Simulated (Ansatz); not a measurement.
Cost and result for the atomization energy of `OB(O)[Te]C(F)(F)F` (10 atoms, 9 bonds).

Z-matrix (Å, degrees):
```
C
F 1 1.353
Te 1 2.172 2 112.4
F 1 1.330 2 107.2 3 -121.2
F 1 1.334 2 106.2 3 123.9
B 3 2.196 1 94.7 2 43.1
O 6 1.352 3 113.3 1 170.6
O 6 1.351 3 125.4 1 -10.2
H 7 0.963 6 112.5 3 177.2
H 8 0.961 6 115.7 3 -4.4
```

Charge 0, multiplicity 1. Correlated methods include outer-core shells of Te, which these sets cover unevenly. Te takes the def2 core potential. The structure was optimised at the PBE0-D4/def2-TZVP level. It is one conformer, not always the lowest. Program: Ansatz. All runs use 2 threads of an AMD EPYC 7R13 on a shared host and a share of an NVIDIA H100 80 GB. Times are those of one run each, without the atoms' runs, and a repeat can differ threefold. Electronic energies, without spin–orbit coupling; frozen cores. CCSD(T)/CBS adds CCSD(T) − MP2 in def2-TZVPP to the MP2 limit, and its time is that of the two runs behind it. T1 = 0.013. With those shells the extrapolation isn't a true limit. B3LYP takes the VWN-RPA correlation (the form of Gaussian; ORCA's B3LYP/G).

CCSD(T)/CBS is a level of theory with its own doubt, some kJ/mol a heavy atom from the limit and from the frozen cores, so smaller differences don't rank the functionals.

| level | functions | wall time |
| --- | --- | --- |
| PBE0-D4/def2-TZVPP | 295 | 1.7 s |
| PBE-D4/def2-TZVPP (with forces) | 295 | 2.4 s |
| B3LYP-D4/def2-TZVPP (with forces) | 295 | 2.4 s |
| r2SCAN-D4/def2-TZVPP (with forces) | 295 | 2.5 s |
| ωB97X-V/def2-TZVPP | 295 | 2.6 s |
| B2PLYP/def2-TZVPP | 295 | 2.6 s |
| ωB97M-V/def2-TZVPP (with forces) | 295 | 3.4 s |
| MP2/def2-QZVPP | 541 | 3.6 s |
| CCSD(T)/def2-TZVPP | 295 | 8 s |
| CCSD(T)/CBS(def2) | – | 12 s |

Question: What atomization energy does each give, and how far from CCSD(T)/CBS? (An estimate is asked.)

Answer: Ansatz gave: 
| level | atomization (kJ/mol) | difference from CCSD(T)/CBS | per bond |
| --- | --- | --- | --- |
| PBE0-D4/def2-TZVPP | 4016.7 | 3.2 | 0.3 |
| PBE-D4/def2-TZVPP (with forces) | 4191.7 | 178.2 | 19.8 |
| B3LYP-D4/def2-TZVPP (with forces) | 3978.6 | -34.9 | -3.9 |
| r2SCAN-D4/def2-TZVPP (with forces) | 4043.0 | 29.5 | 3.3 |
| ωB97X-V/def2-TZVPP | 4012.6 | -0.9 | -0.1 |
| B2PLYP/def2-TZVPP | 3949.3 | -64.2 | -7.1 |
| ωB97M-V/def2-TZVPP (with forces) | 4015.5 | 2.0 | 0.2 |
| MP2/def2-QZVPP | 4152.4 | 138.9 | 15.4 |
| CCSD(T)/def2-TZVPP | 3874.8 | -138.7 | -15.4 |
| CCSD(T)/CBS(def2) | 4013.5 | 0.0 | 0.0 |

The D4 term adds +43.4 kJ/mol with B3LYP and +22.7 kJ/mol with PBE0; it sums over pairs of atoms, weighted by their polarisabilities, and B3LYP, whose exchange is more repulsive, gets the larger term. In def2-TZVPP, CCSD(T) changes the Hartree–Fock value by +1216.4 kJ/mol (the triples alone add +99.9 kJ/mol) and MP2 by +1412.3 kJ/mol; breaking electron pairs costs correlation energy, which Hartree–Fock lacks. From PBE to PBE0 (25 % exact exchange), in def2-TZVPP and without D4, the atomization energy moves by −171.1 kJ/mol: exact exchange takes away binding that semilocal exchange gives to molecules.

Spin–orbit coupling would lower the free Te atoms strongly, and the atomization energy with them, by more than many differences here.
